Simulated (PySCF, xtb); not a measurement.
C₉H₆N₄, SMILES C1C2=CC=CC3N2C(N=CN=3)=NC=1.

Harmonic wavenumbers (cm⁻¹) from GFN2-xTB run with xtb 6.7.1 at its own minimum, in rising order: 100, 116, 205, 219, 416, 424, 439, 444, 456, 471, 488, 557, 651, 663, 667, 759, 760, 775, 807, 817, 843, 855, 902, 910, 927, 1063, 1077, 1097, 1112, 1123, 1143, 1173, 1216, 1238, 1264, 1286, 1334, 1356, 1373, 1460, 1487, 1562, 1566, 1587, 1595, 3059, 3070, 3096, 3121, 3125, 3143.

**Question.** What does PBE0-D3(BJ)/def2-SVP run with PySCF 2.14.0 give at its own minimum? (Estimate from the structure and the level; the computed values follow.)

**Answer.** 114, 135, 223, 247, 451, 470, 483, 485, 495, 508, 522, 597, 671, 709, 732, 773, 791, 824, 848, 869, 880, 888, 1005, 1016, 1023, 1074, 1089, 1100, 1119, 1154, 1197, 1209, 1272, 1300, 1331, 1350, 1401, 1440, 1456, 1551, 1583, 1660, 1664, 1717, 1725, 3176, 3186, 3221, 3250, 3255, 3268. Paired by order, the mean absolute difference is 61 cm⁻¹ and the zero-point energies are 84.9 and 89.4 kcal/mol.
